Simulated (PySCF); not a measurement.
## Atomic charges against the basis set

Species: C5H4O2S.
Geometry (PBE0-D3(BJ)/def2-SVP, Å), atoms numbered from 1 in this order:
```
atom  x, y, z in Å
O1     2.363    1.186   -0.408
C2     1.821    0.253    0.128
O3     2.484   -0.662    0.851
C4     0.379   -0.011    0.071
C5    -0.545    0.759   -0.600
C6    -1.862    0.256   -0.476
C7    -1.910   -0.887    0.288
S8    -0.366   -1.355    0.856
H9     3.418   -0.406    0.831
H10   -0.254    1.651   -1.155
H11   -2.742    0.713   -0.928
H12   -2.787   -1.480    0.545
```

PBE0 throughout (PySCF), one geometry, spherical d and f functions. The structure is a single PBE0-D3(BJ)/def2-SVP conformer in the gas phase; no vibrational or solvent corrections. The first 7 of 12 kinds of atom are listed.

Mulliken charges (e):

```tsv
basis	functions	O1	C2	O3	C4	C5	C6	C7
STO-3G	48	-0.243	+0.226	-0.263	-0.143	-0.098	-0.110	-0.202
pcSseg-0	84	-0.499	+0.764	-0.607	-0.658	-0.078	-0.194	-0.568
6-31G	84	-0.407	+0.503	-0.572	-0.477	-0.045	-0.108	-0.549
6-31G*	124	-0.448	+0.591	-0.610	-0.297	-0.120	-0.142	-0.402
cc-pVDZ	136	-0.250	+0.242	-0.179	-0.235	+0.062	+0.038	-0.145
def2-SVP	136	-0.236	+0.255	-0.206	-0.263	+0.033	-0.010	-0.102
pcSseg-1	163	-0.405	+0.581	-0.366	-0.505	+0.040	-0.045	-0.273
aug-cc-pVDZ	224	-0.629	+0.672	-0.625	+0.604	+0.668	+0.401	-0.151
6-311+G(2d,p)	248	-0.507	+0.463	-0.370	+0.578	-0.275	-0.387	+0.018
def2-TZVP	278	-0.320	+0.270	-0.372	+0.013	-0.181	-0.126	-0.164
cc-pVTZ	300	-0.310	+0.306	-0.250	-0.097	-0.119	-0.144	-0.155
IGLO-III	329	-0.469	+0.491	-0.402	-0.123	-0.120	-0.106	-0.242
```

IAO charges (e):

```
        basis  functions      O1      C2      O3      C4      C5      C6      C7
       STO-3G         48  -0.255  +0.257  -0.300  -0.215  -0.157  -0.181  -0.284
     pcSseg-0         84  -0.436  +0.471  -0.451  -0.220  -0.139  -0.179  -0.292
        6-31G         84  -0.444  +0.470  -0.466  -0.203  -0.142  -0.181  -0.291
       6-31G*        124  -0.468  +0.524  -0.482  -0.224  -0.136  -0.175  -0.299
      cc-pVDZ        136  -0.461  +0.518  -0.480  -0.222  -0.142  -0.180  -0.301
     def2-SVP        136  -0.462  +0.515  -0.476  -0.224  -0.138  -0.177  -0.298
     pcSseg-1        163  -0.472  +0.524  -0.485  -0.230  -0.140  -0.181  -0.305
  aug-cc-pVDZ        224  -0.479  +0.531  -0.497  -0.223  -0.143  -0.184  -0.304
6-311+G(2d,p)        248  -0.481  +0.532  -0.498  -0.230  -0.142  -0.184  -0.311
    def2-TZVP        278  -0.481  +0.536  -0.497  -0.234  -0.142  -0.183  -0.314
      cc-pVTZ        300  -0.478  +0.534  -0.496  -0.229  -0.142  -0.183  -0.310
     IGLO-III        329  -0.481  +0.533  -0.499  -0.234  -0.143  -0.184  -0.315
```

Hirshfeld charges (e):

```json
{"basis": "STO-3G", "functions": "48", "O1": "-0.209", "C2": "+0.157", "O3": "-0.140", "C4": "-0.061", "C5": "-0.052", "C6": "-0.063", "C7": "-0.064"}
{"basis": "pcSseg-0", "functions": "84", "O1": "-0.266", "C2": "+0.191", "O3": "-0.177", "C4": "-0.065", "C5": "-0.050", "C6": "-0.066", "C7": "-0.070"}
{"basis": "6-31G", "functions": "84", "O1": "-0.280", "C2": "+0.196", "O3": "-0.179", "C4": "-0.057", "C5": "-0.045", "C6": "-0.065", "C7": "-0.068"}
{"basis": "6-31G*", "functions": "124", "O1": "-0.281", "C2": "+0.193", "O3": "-0.172", "C4": "-0.049", "C5": "-0.040", "C6": "-0.061", "C7": "-0.063"}
{"basis": "cc-pVDZ", "functions": "136", "O1": "-0.265", "C2": "+0.184", "O3": "-0.168", "C4": "-0.057", "C5": "-0.047", "C6": "-0.065", "C7": "-0.068"}
{"basis": "def2-SVP", "functions": "136", "O1": "-0.272", "C2": "+0.191", "O3": "-0.175", "C4": "-0.058", "C5": "-0.050", "C6": "-0.068", "C7": "-0.069"}
{"basis": "pcSseg-1", "functions": "163", "O1": "-0.273", "C2": "+0.192", "O3": "-0.176", "C4": "-0.058", "C5": "-0.049", "C6": "-0.067", "C7": "-0.069"}
{"basis": "aug-cc-pVDZ", "functions": "224", "O1": "-0.272", "C2": "+0.186", "O3": "-0.178", "C4": "-0.061", "C5": "-0.051", "C6": "-0.071", "C7": "-0.074"}
{"basis": "6-311+G(2d,p)", "functions": "248", "O1": "-0.274", "C2": "+0.183", "O3": "-0.177", "C4": "-0.064", "C5": "-0.050", "C6": "-0.070", "C7": "-0.073"}
{"basis": "def2-TZVP", "functions": "278", "O1": "-0.274", "C2": "+0.186", "O3": "-0.178", "C4": "-0.059", "C5": "-0.049", "C6": "-0.069", "C7": "-0.071"}
{"basis": "cc-pVTZ", "functions": "300", "O1": "-0.272", "C2": "+0.188", "O3": "-0.176", "C4": "-0.058", "C5": "-0.048", "C6": "-0.067", "C7": "-0.071"}
{"basis": "IGLO-III", "functions": "329", "O1": "-0.273", "C2": "+0.184", "O3": "-0.182", "C4": "-0.060", "C5": "-0.053", "C6": "-0.072", "C7": "-0.073"}
```

ESP-fitted charges (e):

| basis | functions | O1 | C2 | O3 | C4 | C5 | C6 | C7 |
| --- | --- | --- | --- | --- | --- | --- | --- | --- |
| STO-3G | 48 | -0.407 | +0.600 | -0.484 | -0.133 | -0.037 | -0.249 | +0.011 |
| pcSseg-0 | 84 | -0.604 | +0.878 | -0.665 | -0.216 | -0.022 | -0.332 | -0.089 |
| 6-31G | 84 | -0.590 | +0.812 | -0.660 | -0.181 | -0.004 | -0.301 | -0.099 |
| 6-31G* | 124 | -0.501 | +0.606 | -0.527 | -0.134 | -0.030 | -0.260 | -0.172 |
| cc-pVDZ | 136 | -0.489 | +0.598 | -0.490 | -0.162 | -0.030 | -0.250 | -0.179 |
| def2-SVP | 136 | -0.517 | +0.644 | -0.520 | -0.150 | -0.037 | -0.263 | -0.152 |
| pcSseg-1 | 163 | -0.537 | +0.676 | -0.539 | -0.178 | -0.025 | -0.280 | -0.180 |
| aug-cc-pVDZ | 224 | -0.526 | +0.610 | -0.516 | -0.091 | -0.057 | -0.257 | -0.187 |
| 6-311+G(2d,p) | 248 | -0.521 | +0.597 | -0.529 | -0.085 | -0.071 | -0.252 | -0.209 |
| def2-TZVP | 278 | -0.519 | +0.589 | -0.525 | -0.069 | -0.073 | -0.256 | -0.186 |
| cc-pVTZ | 300 | -0.507 | +0.578 | -0.509 | -0.075 | -0.068 | -0.248 | -0.181 |
| IGLO-III | 329 | -0.515 | +0.576 | -0.514 | -0.068 | -0.077 | -0.244 | -0.206 |

Task: Which scheme is steadiest as the basis changes?

Result: Largest range over the bases for any column: Hirshfeld 0.07 e, IAO 0.28 e, ESP-fitted 0.30 e, Mulliken 1.26 e. Hirshfeld charges move least and Mulliken charges most, counted in e. Without the minimal STO-3G basis the ranges are Hirshfeld 0.02, IAO 0.07, ESP-fitted 0.30, Mulliken 1.26 e.

Task: How much do the charges still move between the two largest bases, cc-pVTZ and IGLO-III?

Result: At most, over all atoms: Mulliken 0.231 e, IAO 0.013 e, Hirshfeld 0.026 e, ESP-fitted 0.024 e.

Task: What do the same runs give for the total energy, the frontier levels and the dipole moment?

Result: 
```
        basis  energy (Eh)  HOMO (eV)  LUMO (eV)  μ (D)
       STO-3G    -732.2466      -4.41       1.77   1.45
     pcSseg-0    -739.7836      -7.60      -1.75   1.62
        6-31G    -740.8961      -7.23      -1.47   1.74
       6-31G*    -741.0393      -7.06      -1.32   1.75
      cc-pVDZ    -741.0977      -7.15      -1.40   1.73
     def2-SVP    -740.6942      -7.27      -1.50   1.78
     pcSseg-1    -741.0151      -7.38      -1.67   1.91
  aug-cc-pVDZ    -741.1225      -7.33      -1.70   2.03
6-311+G(2d,p)    -741.1831      -7.33      -1.70   2.03
    def2-TZVP    -741.2173      -7.31      -1.64   1.97
      cc-pVTZ    -741.2088      -7.28      -1.59   1.93
     IGLO-III    -741.2193      -7.31      -1.65   2.06
```

The dipole is fixed by the density alone, so its range of 0.61 D shows that the density itself changes with the basis, not only its division among atoms.
